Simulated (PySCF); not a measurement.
**Levels of Tb⁵²⁺ from EOM-EA-GCCSD**

Reference: closed-shell Tb⁵³⁺, [Ne] 3s2; one electron is added. Calculated with PySCF 2.14, two-component X2C-1e with screened spin-orbit coupling, an uncontracted even-tempered set (18 s from 5.1 bohr⁻², ratio 2.6; 14 p from 6.6 bohr⁻², ratio 2.6; 6 d from 6.8 bohr⁻², ratio 2.8; 4 f from 94 bohr⁻², ratio 2.8); frozen 1s2; the 54 highest virtual spinors dropped; of the others 56 kept and the rest restored at second order. No Breit or QED terms. Binding energies in eV.

```tsv
level	Koopmans	second order	EOM-CCSD
3p1/2	4880.1	4881.9	4881.4
3p3/2	4679.3	4681.9	4682.0
3d3/2	4489.0	4502.8	4482.4
3d5/2	4444.4	near a pole	4446.0
```

Electric-dipole lines between these computed levels:

```
lower  upper  ΔE (eV)  vacuum wavelength (nm)
3p1/2  3d3/2   398.94                   3.108
3p3/2  3d3/2   199.57                   6.213
3p3/2  3d5/2   236.01                   5.253
```

In EOM-CCSD the overlap with the one-orbital guess is low for 3d3/2 (weight 0.82), 3d5/2 (weight 0.63). That can mean mixing with two-particle, one-hole states, where second order and EOM-CCSD lose accuracy, or only a rotation among the degenerate components of the shell; the terms of those configurations are not listed.

For comparison, the ionisation energy of Tb⁵²⁺ is 4877 ± 4 eV (theoretical estimate listed by NIST; NIST Atomic Spectra Database, ionization energies).

Only part of the computed levels is shown.
